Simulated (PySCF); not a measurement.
Species: CH8AlAs.
Numbering: `[H][As+:2]([H])([CH3:1])[AlH3-:3]` (hydrogens: H4, H5, H6 on C1; H7, H8 on As2; H9, H10, H11 on Al3)

Method: PBE0-D3(BJ)/def2-SVP geometry optimisation, gas phase (PySCF 2.14.0); density fitting, grid level 1; the optimiser is geomeTRIC in internal coordinates, started from a GFN2-xTB structure with every atom displaced at random (about 0.01 Å).

The end geometry, which sets the zero of energy:
```
atom  x, y, z in Å
C1     -1.6695    0.5379    0.0277
As2    -0.2285   -0.7104   -0.3471
Al3     2.1211    0.1387    0.3352
H4     -2.6433    0.1429   -0.2871
H5     -1.4550    1.4754   -0.5029
H6     -1.6773    0.7395    1.1074
H7     -0.5088   -1.0462   -1.7944
H8     -0.7805   -1.9810    0.2590
H9      1.7757    0.3092    1.8936
H10     3.0404   -1.0869   -0.1252
H11     2.0638    1.4552   -0.5817
```

Problem. These geometries come from the run, each turned onto the end geometry. Order them by energy, lowest first.
A.
```
atom  x, y, z in Å
C1     -1.4028    0.5666   -0.0537
As2    -0.1924   -0.8388   -0.6606
Al3     1.9751    0.1603    0.4144
H4     -2.3970    0.1936    0.2098
H5     -1.5133    1.3143   -0.8550
H6     -0.9655    1.0725    0.8152
H7     -1.0730   -1.3206   -1.7887
H8     -0.6644   -1.9043    0.2980
H9      1.2962   -0.1549    1.8299
H10     3.1863   -0.7443   -0.0673
H11     1.7889    1.6296   -0.1577
```
B.
```
atom  x, y, z in Å
C1     -1.6042    0.5827   -0.0182
As2    -0.2350   -0.7308   -0.4709
Al3     2.1161    0.1308    0.3587
H4     -2.5892    0.1042    0.0553
H5     -1.6143    1.3611   -0.7916
H6     -1.3262    1.0330    0.9444
H7     -0.7269   -1.2135   -1.8217
H8     -0.7193   -1.9188    0.3320
H9      1.4919   -0.0572    1.8320
H10     3.2013   -0.9203   -0.1593
H11     2.0440    1.6028   -0.2765
```
C.
```
atom  x, y, z in Å
C1     -1.6321    0.5593   -0.0124
As2    -0.2258   -0.7226   -0.3916
Al3     2.0824    0.1305    0.3514
H4     -2.6311    0.1108   -0.0630
H5     -1.5591    1.3826   -0.7359
H6     -1.4536    0.9606    0.9939
H7     -0.5708   -1.1397   -1.8032
H8     -0.7409   -1.9568    0.3089
H9      1.6742    0.0806    1.9078
H10     3.0584   -0.9981   -0.2193
H11     2.0364    1.5669   -0.3522
```
D.
```
atom  x, y, z in Å
C1     -1.6868    0.5432    0.0067
As2    -0.2289   -0.6984   -0.3314
Al3     2.1358    0.1375    0.3567
H4     -2.6604    0.1007   -0.2375
H5     -1.5201    1.4415   -0.6026
H6     -1.6585    0.8250    1.0676
H7     -0.4905   -1.0448   -1.7797
H8     -0.7823   -1.9697    0.2718
H9      1.8447    0.2337    1.9311
H10     3.0185   -1.0807   -0.1896
H11     2.0667    1.4861   -0.5088
```
E.
```
atom  x, y, z in Å
C1     -1.6836    0.5488   -0.0042
As2    -0.2237   -0.6877   -0.3452
Al3     2.1193    0.1258    0.3586
H4     -2.6616    0.0760   -0.1593
H5     -1.5700    1.4072   -0.6799
H6     -1.5982    0.9055    1.0315
H7     -0.4816   -1.0716   -1.7843
H8     -0.7590   -1.9478    0.2964
H9      1.8123    0.1609    1.9336
H10     3.0068   -1.0686   -0.2344
H11     2.0775    1.5257   -0.4284
```

Solution. D (0.002 eV), E (0.006 eV), C (0.013 eV), B (0.042 eV), A (0.238 eV).

In the order of the answer:

| step | E above end (eV) | largest force (eV/Å) | rms force component (eV/Å) | rms distance from end (Å) | rms bond change (Å) | bond most changed (Å) |
| --- | --- | --- | --- | --- | --- | --- |
| 11 | 0.002 | 0.05 | 0.014 | 0.070 | 0.004 | As2–Al3 +0.011 |
| 8 | 0.006 | 0.07 | 0.019 | 0.129 | 0.004 | As2–Al3 -0.012 |
| 6 | 0.013 | 0.14 | 0.034 | 0.192 | 0.007 | As2–Al3 -0.019 |
| 4 | 0.042 | 0.21 | 0.058 | 0.299 | 0.016 | As2–Al3 +0.048 |
| 1 | 0.238 | 0.91 | 0.217 | 0.494 | 0.012 | As2–Al3 +0.028 |

What follows is the cost of the whole optimisation. On one thread, Arm Neoverse V2 (aarch64), no GPU, shared host with 96 logical CPUs at a one-minute load of 47, this took 50 s wall and 0.43 GiB of memory at its peak.
